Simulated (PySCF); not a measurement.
Löwdin shares of the frontier orbitals

C₁₀H₁₅Cl.
Geometry (PBE0-D3(BJ)/def2-SVP, Å), atoms numbered from 1 in this order:
```
atom  x, y, z in Å
Cl1    2.0772    1.4228   -2.4876
C2     1.0096    0.7257   -1.2001
C3     1.8295   -0.2376   -0.3472
C4     0.9271   -0.8282    0.7442
C5     0.3815    0.3039    1.6201
C6    -0.4321    1.2727    0.7564
C7    -1.5967    0.5227    0.1028
C8    -1.0502   -0.6079   -0.7738
C9    -0.2372   -1.5775    0.0890
C10   -0.1462   -0.0163   -1.8637
C11    0.4713    1.8616   -0.3350
H12    2.2429   -1.0332   -0.9874
H13    2.6814    0.3015    0.0975
H14    1.5185   -1.5248    1.3604
H15   -0.2500   -0.1095    2.4242
H16    1.2132    0.8393    2.1083
H17   -0.8210    2.0937    1.3808
H18   -2.2019    1.2162   -0.5052
H19   -2.2638    0.1110    0.8787
H20   -1.8843   -1.1451   -1.2542
H21   -0.8813   -2.0275    0.8628
H22    0.1460   -2.4059   -0.5304
H23   -0.7098    0.6814   -2.5036
H24    0.2525   -0.8102   -2.5153
H25   -0.0881    2.5695   -0.9671
H26    1.3138    2.4148    0.1099
```

Computed, not measured: TDDFT CAM-B3LYP/def2-SVPD, vertical, gas phase, core orbitals frozen in the response in PySCF.

Kohn–Sham orbitals with the atoms that hold most of them (Löwdin shares over 4%, at most four atoms; ? is withheld):

```json
{"orbital": "HOMO-3", "ε (eV)": "-9.87", "atoms": "Cl1 31%, C7 9%, C8 8%, C6 8%"}
{"orbital": "HOMO-2", "ε (eV)": "-9.87", "atoms": "Cl1 31%, C5 9%, C4 8%, C9 8%"}
{"orbital": "HOMO-1", "ε (eV)": "-9.37", "atoms": "Cl1 41%, C2 11%, C10 7%, C3 6%"}
{"orbital": "HOMO", "ε (eV)": "-9.37", "atoms": "Cl1 41%, C2 11%, C11 8%, C6 7%"}
{"orbital": "LUMO", "ε (eV)": "0.91", "atoms": "?"}
{"orbital": "LUMO+1", "ε (eV)": "1.81", "atoms": "Cl1 73%, C2 12%"}
{"orbital": "LUMO+2", "ε (eV)": "1.82", "atoms": "H14 11%, H18 8%, H20 8%, C7 7%"}
```

Question: Which atoms hold the LUMO, and with what shares?

Answer: Cl1 (bonded to C) 8%; C7 (bonded to 2 C and 2 H) 5%; C9 (bonded to 2 C and 2 H) 5%; C5 (bonded to 2 C and 2 H) 5%. By element: carbon 15% or more, chlorine 8%.

Within 0.005 eV of a neighbour in this list lie HOMO-3/HOMO-2 and HOMO-1/HOMO (point group found: C3v); within a degenerate set the shares of single atoms can hang on how the components are chosen.

Question: The HOMO–LUMO gap is 10.29 eV. Where does the response calculation put the lowest singlet, and from which orbitals?

Answer: S1 is at 7.22 eV (f = 0.0000), 3.07 eV below the gap, made of HOMO-1/HOMO→LUMO (≥39%), HOMO-1/HOMO→LUMO+1 (≥17%). S1/S2 lie within about 0.01 eV of each other. Without the coupling terms of the response equations the lowest excitation would equal the gap.

Next come S2 at 7.22 eV (f 0.0000), HOMO-1/HOMO→LUMO (≥39%), HOMO-1/HOMO→LUMO+1 (≥17%); S3 at 7.88 eV (f 0.0091), HOMO-3/HOMO-2→LUMO (≥40%), HOMO-1/HOMO→LUMO (≥37%); S4 at 7.88 eV (f 0.0091), HOMO-3/HOMO-2→LUMO (≥40%), HOMO-1/HOMO→LUMO (≥37%); S5 at 8.14 eV (f 0.0052), HOMO-4→LUMO (88%).

Orbitals of the list HOMO-3 to LUMO+2 that lie within 0.01 eV of each other are written together with a slash and their weights summed (≥ marks a lower bound); for degenerate orbitals outside that list single weights are arbitrary.

Löwdin shares depend on the basis, the more so with diffuse functions.

Hardware: an Intel Xeon at 2.50 GHz with 2 threads, no GPU, shared host with 64 logical CPUs at a one-minute load of 58. Cost: 5.8 min wall, 12 min CPU, 2.3 GiB resident at most.
